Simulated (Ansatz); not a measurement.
`CCC(CC(C)c1ccc(I)cc1)c1ccc(OC(C)(C)C)cc1` was relaxed with PBE-D4 (def2-SVP) in Ansatz in these states: charge -1 doublet, neutral singlet. The geometries follow in no particular order.

In the def2 sets I takes a core potential; there is no spin–orbit coupling. Single mean-field runs in def2-SVP are fitted with def2-universal-jkfit.

A:

```xyz
53

C    -1.421   -2.476   -3.152
C    -1.601   -1.020   -2.727
C    -1.366   -0.772   -1.219
C    -1.751    0.671   -0.793
C    -3.155    0.814   -0.159
C    -4.306    0.408   -1.093
C    -3.349    2.220    0.387
C    -3.447    2.448    1.772
C    -3.615    3.739    2.297
C    -3.687    4.828    1.417
I    -3.945    6.788    2.189
C    -3.590    4.635    0.029
C    -3.422    3.336   -0.471
C     0.063   -1.108   -0.822
C     1.148   -0.353   -1.314
C     2.466   -0.646   -0.945
C     2.737   -1.710   -0.061
O     4.031   -2.038    0.260
C     4.660   -1.421    1.428
C     3.887   -1.776    2.706
C     6.056   -2.047    1.443
C     4.745    0.101    1.255
C     1.665   -2.487    0.418
C     0.350   -2.183    0.040
H    -2.130   -3.141   -2.616
H    -1.598   -2.607   -4.239
H    -0.397   -2.839   -2.930
H    -0.904   -0.369   -3.302
H    -2.621   -0.673   -2.995
H    -2.024   -1.477   -0.661
H    -1.015    1.043   -0.051
H    -1.668    1.356   -1.666
H    -3.179    0.126    0.716
H    -4.230   -0.656   -1.393
H    -4.314    1.018   -2.021
H    -5.285    0.547   -0.593
H    -3.390    1.593    2.465
H    -3.692    3.890    3.383
H    -3.645    5.491   -0.659
H    -3.349    3.198   -1.561
H     0.961    0.487   -2.003
H     3.307   -0.063   -1.347
H     4.406   -1.363    3.594
H     2.862   -1.357    2.687
H     3.814   -2.875    2.827
H     5.980   -3.148    1.534
H     6.651   -1.659    2.293
H     6.589   -1.814    0.500
H     3.738    0.561    1.212
H     5.289    0.360    0.325
H     5.288    0.554    2.110
H     1.880   -3.338    1.080
H    -0.480   -2.799    0.424
```

B:

```xyz
53

C     0.522    2.979    2.986
C    -0.380    2.776    1.769
C     0.219    1.842    0.693
C    -0.633    1.821   -0.606
C    -0.138    2.750   -1.739
C    -0.093    4.236   -1.344
C    -0.946    2.528   -3.011
C    -0.349    1.948   -4.149
C    -1.088    1.729   -5.327
C    -2.437    2.089   -5.382
I    -3.852    1.648   -7.616
C    -3.050    2.662   -4.264
C    -2.311    2.881   -3.085
C     0.439    0.443    1.246
C    -0.657   -0.361    1.635
C    -0.461   -1.661    2.133
C     0.837   -2.189    2.249
O     1.035   -3.446    2.784
C     1.063   -4.598    1.891
C     2.206   -4.471    0.873
C     1.313   -5.771    2.842
C    -0.281   -4.761    1.168
C     1.941   -1.391    1.888
C     1.731   -0.090    1.391
H     1.494    3.431    2.694
H     0.053    3.650    3.735
H     0.746    2.014    3.487
H    -1.360    2.358    2.091
H    -0.611    3.757    1.303
H     1.226    2.241    0.431
H    -0.652    0.791   -1.017
H    -1.692    2.067   -0.367
H     0.907    2.438   -1.967
H     0.591    4.421   -0.489
H    -1.099    4.610   -1.061
H     0.260    4.850   -2.197
H     0.720    1.666   -4.102
H    -0.598    1.273   -6.207
H    -4.118    2.948   -4.302
H    -2.806    3.335   -2.207
H    -1.682    0.030    1.539
H    -1.315   -2.280    2.447
H     2.258   -5.378    0.238
H     2.055   -3.597    0.209
H     3.179   -4.350    1.391
H     2.270   -5.625    3.383
H     1.358   -6.728    2.287
H     0.500   -5.831    3.593
H    -0.488   -3.897    0.506
H    -1.109   -4.847    1.899
H    -0.273   -5.676    0.541
H     2.956   -1.795    2.013
H     2.598    0.528    1.105
```

Question: Judge from the bond lengths which geometry belongs to which state (an estimate).

Answer: A is the neutral singlet (C10–I11 2.123 Å, C17–O18 1.372 Å, C9–H38 1.099 Å); B is the charge -1 doublet (C10–I11 2.681 Å, C17–O18 1.381 Å, C9–H38 1.106 Å).

At PBE-D4/def2-SVP the highest occupied level of the relaxed charge -1 doublet lies above zero (up to 0.92 eV). By energy differences its removal costs 0.27 eV (each at its own geometry, to the charge 0 singlet, at PBE-D4/def2-SVP); self-interaction error and the lack of diffuse functions both raise the level. At PBE-D4/def2-SVP the gap within one spin of the relaxed charge -1 doublet nearly closes, so an electron or hole may be smeared out by delocalisation error.
